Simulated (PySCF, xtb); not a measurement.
Rb(I) cation (IRb), SMILES [I][Rb] (connectivity only; charge and spin as stated), charge +1, multiplicity 2.

Harmonic wavenumbers (cm⁻¹) from GFN2-xTB (xtb) at its own minimum, in rising order: 52.

Question: What does PySCF with PBE-D3(BJ)/def2-TZVPD give at its own minimum? (Estimate from the structure and the level; the computed values follow.)

Answer: 53. Paired by order, the mean absolute difference is 1 cm⁻¹ and the zero-point energies are 0.1 and 0.1 kcal/mol.
